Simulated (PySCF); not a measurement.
**Where the electron goes**

Species: C₄H₁₁NSi.
Z-matrix (Å and degrees, GFN2-xTB geometry), rows numbered from 1:
```
C 
N   1  1.2463
Si  2  1.7212  1  135.23
C   3  1.9102  2  104.49  1   115.00
C   4  1.5255  3  111.63  2    48.57
C   4  1.5249  3  110.67  2   171.63
H   1  1.0940  2  124.96  3     2.03
H   1  1.0880  2  119.35  3  -178.16
H   3  1.4715  2  118.09  1    -6.21
H   3  1.4625  2  102.41  1  -128.00
H   4  1.0963  3  108.82  2   -70.20
H   5  1.0902  4  110.70  3  -177.21
H   5  1.0868  4  110.72  3   -56.81
H   5  1.0878  4  110.40  3    63.03
H   6  1.0878  4  111.15  3    57.64
H   6  1.0900  4  110.66  3   177.96
H   6  1.0882  4  110.43  3   -62.37
```

Computed, not measured: TDDFT CAM-B3LYP/def2-SVPD, vertical, gas phase, core orbitals frozen in the response in PySCF 2.14.0, density-fitted response routines.

Frontier orbitals with the atoms that hold most of them (Löwdin shares over 4%, at most four atoms; ? is withheld):

| orbital | ε (eV) | atoms |
| --- | --- | --- |
| LUMO+2 | 1.49 | C6 21%, Si3 12%, H16 9%, H15 8% |
| LUMO+1 | 1.36 | C1 30%, Si3 25%, H7 11%, H9 7% |
| LUMO | 0.37 | C1 40%, N2 33%, H7 8%, H8 8% |
| HOMO | -8.31 | ? |
| HOMO-1 | -9.25 | ? |
| HOMO-2 | -10.60 | Si3 24%, H10 17%, C4 12%, H9 11% |
| HOMO-3 | -10.88 | C5 26%, C6 25%, C4 21%, H13 13% |

Task: Give the leading atoms of the HOMO-1.

Result: C4 (bonded to 2 C, Si and H) 31%; Si3 (bonded to C, N and 2 H) 20%; C5 (bonded to C and 3 H) 8%; C6 (bonded to C and 3 H) 8%. By element: carbon 48% or more, silicon 20%.

Task: Which atoms hold the HOMO, and with what shares?

Result: N2 (bonded to C and Si) 56%; C1 (bonded to N and 2 H) 16%; Si3 (bonded to C, N and 2 H) 9%; H7 (bonded to C) 6%.

Task: How does S1 compare with the orbital gap of 8.67 eV?

Result: S1 is at 3.99 eV (f = 0.0004), 4.69 eV below the gap, made of HOMO→LUMO (97%). 

Task: Give energy, strength and leading configuration of S1, S2 and S3, and follow the Löwdin shares of the leading atoms from the occupied to the empty orbital.

Result: 
- S1 (3.99 eV, f 0.0004), HOMO→LUMO (97%): N2 56% → 33%, C1 16% → 40%
- S2 (6.44 eV, f 0.012), HOMO→LUMO+1 (88%): N2 56% → at most 7%, C1 16% → 30%, Si3 9% → 25%
- S3 (6.89 eV, f 0.171), HOMO-1→LUMO (97%): C4 31% → at most 8%, Si3 20% → at most 8%, C1 at most 8% → 40%, N2 at most 8% → 33%

The run took 75 s on one thread of an Arm Neoverse N1, no GPU, shared host with 64 logical CPUs at a one-minute load of 61, and the process peaked at 0.97 GiB of memory.

One conformer stands for the species.
